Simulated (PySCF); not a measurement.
An unknown is described by computed data only.

Elements present: C, F, H and O. Monoisotopic mass: 134.0543 u.

* 1H NMR: chemical shifts (computed TMS as zero) by class: 6.58 (1 H), 6.44 (1 H), 6.40 (1 H), 5.51 (1 H), 5.43 (1 H), 2.03 (3 H) ppm [GIAO PBE0/pcSseg-1]
* 13C NMR: chemical shifts (computed TMS as zero) by class: 147.9 (1 C), 142.2 (1 C), 128.9 (1 C), 125.1 (1 C), 119.4 (1 C), 11.7 (1 C) ppm [GIAO PBE0/pcSseg-1]
* Triplet: lowest triplet excitation (Tamm–Dancoff): 3.16 eV [TDA PBE0/def2-SVPD]
* Polarisability: 86.7 au [PBE0/def2-SVPD]
* Dipole: 2.33 D [PBE0/def2-SVPD]
* Rotational structure: rotational constants A, B, C: 4.515, 0.662, 0.626 GHz [GFN2-xTB]
* NMR, other nuclei: isotropic shieldings of nuclei other than C and H, by class: 161 (1 O), 265 (2 F) ppm [GIAO PBE0/pcSseg-1]

The electronic properties come from PySCF, for the isolated species, density fitting. Levels stand in brackets. Isolated species at its GFN2-xTB geometry (one conformer only). NMR values are class means; diastereotopic atoms form classes of their own.

Question: Which formula fits the mass and the elements?

Answer: C6H8F2O (calculated 134.0543). No other formula that holds each of these elements comes within 0.0003 u with a fitting electron parity and a possible valence count.

Question: What is the compound? Reason from the data.

Answer: Numbering: `[CH2:1]=[CH:2]/[C:3]([CH3:4])=[CH:5]/[O:6][CH:7]([F:8])[F:9]`. Its formula, C6H8F2O, gives 2 degrees of unsaturation: 0 rings and 2 π bonds in the structure found. 6 carbons fall into 6 classes; from least to most shielded: vinylic carbon bearing oxygen [C5] (147.9 ppm), alkene CH carbon [C2] (142.2 ppm), fully substituted alkene carbon [C3] (128.9 ppm), CHF2 carbon [C7] (125.1 ppm), terminal =CH2 carbon [C1] (119.4 ppm), allylic carbon [C4] (11.7 ppm). Hydrogen classes from least to most shielded: 1 H on a CHF2 carbon, C7 (6.58 ppm), 1 H on an alkene CH carbon, C2 (6.44 ppm), 1 H on a vinylic carbon bearing oxygen, C5 (6.40 ppm), 1 H on a terminal =CH2 carbon, C1 (5.51 ppm), 1 H on a terminal =CH2 carbon, C1 (5.43 ppm), 3 H on an allylic carbon, C4 (2.03 ppm, a mean of values up to 1.2 ppm apart in this geometry). The other shieldings belong to: 161 ppm, ether oxygen [O6]; 265 ppm, fluorine of a CF2 group [F8/F9]. The optimised geometry has point group C1 and is an asymmetric top. Structure: `C=C/C(C)=C/OC(F)F`. Computed isomers that give other values at the same levels: `O=C1CCCCC1(F)F` (13C chemical shifts (computed TMS as zero) by class: 206.8 (1 C), 124.2 (1 C), 43.9 (1 C), 43.2 (1 C), 32.5 (1 C), 26.2 (1 C) ppm); `C=CC/C=C/OC(F)F` (13C chemical shifts (computed TMS as zero) by class: 147.8 (1 C), 146.7 (1 C), 122.5 (1 C), 122.3 (1 C), 115.4 (1 C), 39.9 (1 C) ppm); `COC[C@@H](F)C1=C[C@@H]1F` (13C chemical shifts (computed TMS as zero) by class: 142.9 (1 C), 123.3 (1 C), 89.8 (1 C), 78.1 (1 C), 70.4 (1 C), 60.5 (1 C) ppm). The assignments are read from this structure; whether some other isomer fits the data as well wasn't checked.

Shape of the structure used: `[CH2:1]=[CH:2]/[C:3]([CH3:4])=[CH:5]/[O:6][CH:7]([F:8])[F:9]`: C1–C2–C3–C4 0°, C3–C5–O6–C7 -166°, C5–O6–C7–F8 -160°.
